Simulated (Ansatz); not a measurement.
Isolated molecules relaxed with PBE0-D4/def2-TZVP in Ansatz; ΔE leaves out vibrations. CCSD(T)/CBS is the MP2 limit (def2-TZVPP, def2-QZVPP) plus CCSD(T) − MP2 in def2-TZVPP, frozen cores. This one scheme is used for every species. DFT in def2-TZVPP. B3LYP here is the variant with VWN-RPA as its local correlation; programs differ in this. No spin–orbit coupling; open shells (•) take unrestricted orbitals. Each species was taken in one conformer, which may not be the lowest.

Consider the homolysis of the B–C bond: `COB(C)OC` → `CO[B]OC`• + `[CH3]`•.

| level | ΔE (eV) | difference from CCSD(T)/CBS |
| --- | --- | --- |
| PBE0-D4 | 4.66 | -0.14 |
| B3LYP-D4 | 4.59 | -0.21 |
| ωB97X-V | 4.85 | 0.05 |
| ωB97M-V | 4.89 | 0.09 |
| r2SCAN | 4.43 | -0.37 |
| PBE0 | 4.58 | -0.22 |
| B3LYP | 4.45 | -0.35 |
| HF/def2-TZVPP | 3.50 | -1.30 |
| MP2/def2-TZVPP | 4.83 | 0.03 |
| SCS-MP2/def2-TZVPP | 4.79 | -0.01 |
| CCSD/def2-TZVPP | 4.63 | -0.17 |
| CCSD(T)/def2-TZVPP | 4.72 | -0.08 |
| HF/def2-QZVPP | 3.49 | -1.31 |
| SCS-MP2/def2-QZVPP | 4.84 | 0.04 |
| MP2/CBS(def2) | 4.92 | 0.12 |
| CCSD/CBS(def2) | 4.71 | -0.09 |
| CCSD(T)/CBS | 4.80 | 0 |

Largest T1 diagnostic among the species: 0.014.

The D4 term adds +0.14 eV with B3LYP and +0.08 eV with PBE0; it sums over pairs of atoms, weighted by their polarisabilities, and B3LYP, whose exchange is more repulsive, gets the larger term. In def2-TZVPP, CCSD(T) changes the Hartree–Fock value by +1.22 eV (the triples alone add +0.09 eV) and MP2 by +1.33 eV; breaking electron pairs costs correlation energy, which Hartree–Fock lacks.
